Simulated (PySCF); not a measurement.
C2H3F3Si2, SMILES F[Si](F)(F)C#C[SiH3]. Heavy atoms are numbered as in [SiH3:1][C:2]#[C:3][Si:4]([F:5])([F:6])[F:7]. Hydrogens are named by the atom that carries them.

Geometry optimised at PBE0-D3(BJ)/def2-SVP. The structure was generated by enumeration, and PubChem lists no compound with its InChIKey, so it may never have been made.

Level of theory: B3LYP/pcSseg-1 (PySCF).

GIAO shieldings, no solvent; atoms alike by connectivity are averaged. δ = σ(ref) − σ: ²⁹Si against TMS (σ = 338.7 ppm); ¹³C against TMS (σ = 181.3 ppm); ¹⁹F against CFCl3 (σ = 161.7 ppm); ¹H against TMS (σ = 31.68 ppm), references at their B3LYP-D3(BJ)/def2-TZVP geometries, non-relativistic.

Estimate the chemical shifts. (The exact figures need the calculation; the answer reports its results.)


```
nucleus       atoms  count  δ (ppm)
-------  ----------  -----  -------
²⁹Si            Si4      1    -93.2
²⁹Si     Si1 (SiH3)      1    -96.2
¹³C              C2      1    115.6
¹³C              C3      1    105.7
¹⁹F              F5      3   -150.9
¹H         H on Si1      3     4.40
```
